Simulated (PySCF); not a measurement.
Polarisability and C₆ of Er⁵⁸⁺ (erbium, charge +58)

[Ne], closed-shell 1S. Calculation: PySCF 2.14, in an even-tempered Gaussian basis (19 s from 35 bohr⁻², ratio 2.2; 13 p from 46 bohr⁻², ratio 2.2; 6 d from 180 bohr⁻², ratio 2.4; 5 f from 280 bohr⁻², ratio 2.4; 4 g from 410 bohr⁻², ratio 2.4); the spin-free X2C one-electron Hamiltonian (Gaussian nucleus). Coupled (time-dependent) response in atomic units; α is the mean over directions.

```
method  mean α (bohr³)  C₆ (like pair)      S(−4)
   UHF       5.055e-05       7.709e-07  3.301e-10
  PBE0       5.068e-05       7.735e-07  3.325e-10
```

S(−4) is the Cauchy moment in α(ω) = α(0) + S(−4) ω² + …

α(iu) at UHF:

```
u (hartree)  α(iu) (bohr³)
          0      5.055e-05
       40.0      5.003e-05
       80.0      4.853e-05
        160      4.340e-05
        240      3.701e-05
        320      3.077e-05
        400      2.535e-05
        600      1.584e-05
        800      1.045e-05
       1200      5.366e-06
       2000      2.147e-06
```

For an ion, C₆ is the dispersion term alone; charge-induced terms of lower order in 1/R come first.

Spin-orbit coupling, which splits the p, d and f shells strongly at this Z, is absent.
